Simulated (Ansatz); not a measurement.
This geometry of F2H8OSiW (13 atoms, charge 0, multiplicity 1) is a first-order saddle point.

Computed with RKS PBE0-D4/def2-SVP (Ansatz 0.2.0).

```xyz
13
Properties=species:S:1:pos:R:3
W 0.019 0.376 0.052
H -0.096 -0.535 1.641
H 1.239 -0.768 0.209
F 0.321 1.909 -1.036
F -1.851 0.412 0.184
H -0.389 -1.234 -0.165
H 0.605 -0.367 -1.313
O 1.228 1.194 1.519
Si 2.900 1.394 1.766
H 3.483 0.058 2.074
H 3.490 1.958 0.523
H 3.060 2.323 2.915
H 0.621 0.236 1.903
```

Which two structures does it join? (They come from a converged band through this point; their orientation in space is the band's.)

Bonds broken: W1–H2, O8–H13. Bonds formed: H2–H13. F2H8OSiW becomes F2H6OSiW + H2.

First end point:

```xyz
13
Properties=species:S:1:pos:R:3
W -0.169 0.249 0.129
H -0.812 -0.048 1.670
H 0.444 -1.078 0.978
F 0.418 1.918 -0.542
F -1.812 0.062 -0.759
H 0.063 -1.142 -0.746
H 1.398 -0.209 -0.263
O 1.218 1.109 1.719
Si 2.903 1.285 1.415
H 3.535 -0.061 1.386
H 3.029 2.010 0.132
H 3.440 2.077 2.559
H 0.976 0.785 2.595
```

Last end point:

```xyz
13
Properties=species:S:1:pos:R:3
W 0.183 0.296 -0.023
H -0.454 0.488 2.444
H 0.689 -1.253 -0.535
F -0.569 2.068 -0.206
F -1.557 -0.334 -0.074
H 0.409 -1.140 0.869
H 0.588 0.203 -1.640
O 1.832 0.795 0.590
Si 3.250 1.094 1.473
H 3.843 -0.216 1.851
H 4.161 1.870 0.593
H 2.864 1.874 2.680
H -0.609 1.213 2.249
```

How far does it lie above each of them?

21.8 kcal/mol above the first and 30.4 kcal/mol above the second. This is the barrier of this one path; another mechanism may lie lower. The orbitals stay closed-shell, which can raise the energy where a bond breaks towards radicals; this wasn't checked here.

The run took 5.6 min on 4 threads of Intel(R) Xeon(R) 6975P-C (Granite Rapids) (shared host), peak memory 0.38 GiB.
